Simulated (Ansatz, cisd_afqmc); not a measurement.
Species: Al, charge 0, doublet.

Total energies in cc-pV(D+d)Z, 3 correlated electrons, 5 frozen orbitals. Radicals and triplets start from unrestricted determinants; spin-orbit coupling is neglected. Cores are frozen in correlated methods. No relativity. AFQMC/CISD: phaseless, guided by CISD from CCSD amplitudes; bars are statistical, one sigma. Outlying blocks are dropped, and bars are widened where a walk drifts. Over all cases where full CI ran beside it in this data, AFQMC minus full CI had a median of +0.1 mEh and passed +0.4 mEh in a tenth of the cases. Full CI freezes restricted core orbitals and the other rows unrestricted ones, which leaves a small offset even where coupled cluster is exact.

```json
[
 {"method": "HF", "program": "Ansatz", "energy (Eh)": "-241.87361", "error against FCI (mEh)": "48.67"},
 {"method": "MP2", "program": "Ansatz", "energy (Eh)": "-241.90452", "error against FCI (mEh)": "17.77"},
 {"method": "CCSD", "program": "Ansatz", "energy (Eh)": "-241.92119", "error against FCI (mEh)": "1.09"},
 {"method": "CCSD(T)", "program": "Ansatz", "energy (Eh)": "-241.92191", "error against FCI (mEh)": "0.38"},
 {"method": "CCSDT", "program": "Ansatz", "energy (Eh)": "-241.92229", "error against FCI (mEh)": "0.00"},
 {"method": "AFQMC/CISD", "program": "cisd_afqmc", "energy (Eh)": "-241.9221 ± 0.0001", "error against FCI (mEh)": "0.2 ± 0.1"},
 {"method": "FCI", "program": "Ansatz", "energy (Eh)": "-241.92229", "error against FCI (mEh)": "0.00"}
]
```

Ansatz is a first-principles code.
